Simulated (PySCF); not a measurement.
## Radial density of P+ (phosphorus, charge +1)

r2SCAN0, [Ne] 3s1 3p3, 3s spin antiparallel (an excited configuration). Calculation: PySCF 2.14, in aug-cc-pV(T+d)Z; no relativity, point nucleus.

```tsv
r (bohr)	4πr²ρ (e/bohr)	4πr²(ρα − ρβ)
0.00136	0.04891	-0.0002
0.00229	0.1344	-0.0004
0.00386	0.3630	-0.0012
0.00649	0.9489	-0.0030
0.0109	2.353	-0.0074
0.0184	5.328	-0.0165
0.0309	10.39	-0.0299
0.0519	15.81	-0.0334
0.0873	16.37	0.0158
0.147	11.56	0.1424
0.247	12.79	0.2086
0.416	15.63	0.0777
0.699	6.783	0.0065
1.18	2.062	0.4514
1.98	2.072	1.0199
3.33	0.4573	0.3315
5.60	0.01302	0.0120
9.41	2.570e-05	0.0000
```

With the s spin flipped the determinant is a mixture of two multiplicities, not a spectroscopic state.
